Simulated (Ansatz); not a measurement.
Consider the formal exchange of groups at a Zn–N bond: `C[N](C)[Zn][NH2]` + `F[SiH3]` → `[NH2][Zn][SiH2]F` + dimethylamine.

Computed with Ansatz on PBE0-D4/def2-TZVP structures; ΔE is electronic, products minus reactants. CCSD(T)/CBS adds triple-zeta CCSD(T) − MP2 to the extrapolated MP2 energy (def2 sets, frozen cores). This one scheme is used for every species. Functionals use def2-TZVPP. For Zn outer-core shells are correlated without core-valence functions, which leaves a few kJ/mol of doubt a bond. Scalar relativity is left out up to krypton. One conformer a species, not always the lowest.

CCSD(T)/CBS gives -10.1 kJ/mol.

Problem. Another level gave -17.8 kJ/mol. Which?
A. PBE0-D4/def2-TZVPP
B. CAM-B3LYP-D4/def2-TZVPP
C. r2SCANh-D4/def2-TZVPP
D. SCS-MP2/def2-TZVPP

Solution. C. r2SCANh-D4 -17.8, SCS-MP2/def2-TZVPP 2.4, PBE0-D4 -25.1, CAM-B3LYP-D4 -12.7 kJ/mol.

Largest T1 diagnostic among the species: 0.015.

The D4 term adds +4.3 kJ/mol with B3LYP and +2.4 kJ/mol with PBE0; it sums over pairs of atoms, weighted by their polarisabilities, and B3LYP, whose exchange is more repulsive, gets the larger term. Leaving LDA and LC-ωPBE aside and taking each functional with its dispersion term where it has one, the values, not all of them listed here, spread over 14.4 kJ/mol, from PBE-D4 to B2PLYP. LDA lies +9.9 kJ/mol from PBE without D4. In def2-TZVPP, CCSD(T) changes the Hartree–Fock value by +13.3 kJ/mol (the triples alone add +2.3 kJ/mol) and MP2 by +22.6 kJ/mol.

CCSD(T)/CBS has its own doubt, a few kJ/mol and more with outer-core shells, so smaller differences from it don't rank the levels.

B3LYP here is the variant with VWN-RPA as its local correlation; programs differ in this.
